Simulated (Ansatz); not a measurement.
```xyz
13

C     1.4000    0.0000    0.0000
C     0.7000    1.2124    0.0000
C    -0.7000    1.2124    0.0000
C    -1.4000    0.0000    0.0000
C    -0.7000   -1.2124    0.0000
C     0.7000   -1.2124    0.0000
O     2.6500    0.0000    0.0000
H     1.2425    2.1521    0.0000
H    -1.2425    2.1521    0.0000
O    -2.7600    0.0000    0.0000
H    -3.0800   -0.9100    0.0000
H    -1.2425   -2.1521    0.0000
H     1.2425   -2.1521    0.0000
```

Basis set: def2-TZVP (spherical functions). Charge 0, multiplicity 2.

Computed with Ansatz (development build ahead of 0.2.0); each method stands on the lowest determinant of its kind that the runs found. Restricted functionals stand beside restricted open-shell atoms, which can lie above the unrestricted atoms usual in DFT and then raise those values.

The atomization energy at this shape (free ground-state atoms in the same class of orbitals less the molecule, no zero-point energy) of doublet C₆H₅O₂:

```json
{"method": "ωB97X (unrestricted)", "atomization energy": "64.09 eV"}
{"method": "PBE0 (unrestricted)", "atomization energy": "65.03 eV"}
{"method": "PBE0 (restricted open-shell)", "atomization energy": "65.39 eV"}
{"method": "ROHF", "atomization energy": "46.18 eV"}
```

(1) What does UHF give?

Results:

(1) 45.94 eV. Caution for UHF: the unrestricted determinant is spin contaminated. Caution for ROHF: an unrestricted determinant lies well below.

The shape needn't be a minimum at these levels.
